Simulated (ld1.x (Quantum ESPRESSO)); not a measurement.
## An all-electron radial function and its pseudo partner (Al (Z = 13))

Columns: radius, all-electron u(r) and pseudo u(r) of the 3p shell (level -3.11 eV) of aluminium in the configuration [Ne] 3s1.5 3p1.5; LDA (PZ), scalar-relativistic, TM scheme, ld1.x (Quantum ESPRESSO) 7.5.

```
r (bohr)  all-electron   pseudo
   0.093        0.0696  -0.0027
   0.185        0.1601  -0.0106
   0.278        0.2132  -0.0235
   0.370        0.2246  -0.0406
   0.463        0.2044  -0.0616
   0.555        0.1637  -0.0850
   0.648        0.1101  -0.1107
   0.740        0.0507  -0.1374
   0.833       -0.0118  -0.1652
   0.925       -0.0732  -0.1932
   1.018       -0.1332  -0.2220
   1.110       -0.1893  -0.2512
   1.203       -0.2420  -0.2817
   1.295       -0.2898  -0.3129
   1.388       -0.3338  -0.3452
   1.480       -0.3728  -0.3775
   1.573       -0.4080  -0.4093
   1.665       -0.4386  -0.4388
   1.758       -0.4655  -0.4655
   1.850       -0.4883  -0.4883
   1.943       -0.5078  -0.5078
   2.035       -0.5238  -0.5238
   2.128       -0.5368  -0.5368
   2.220       -0.5469  -0.5469
   2.313       -0.5544  -0.5544
   2.405       -0.5594  -0.5594
```

Question: How many radial nodes do the two functions have?

Answer: The all-electron 3p function has n − l − 1 = 1; the pseudo-wave has 0, since the states of the same l below it are removed with the core.

Question: At about which radius was the pseudo-wave matched?

Answer: 1.85 bohr. The columns agree to 0.0005 from 1.67 bohr on; several derivatives are matched, so the curves merge somewhat inside the radius.

Question: Is the pseudo-wave norm-conserving?

Answer: Yes: the TM scheme keeps the norm inside the radius equal to the all-electron one, which fixes the energy derivative of the logarithmic derivative at the level.
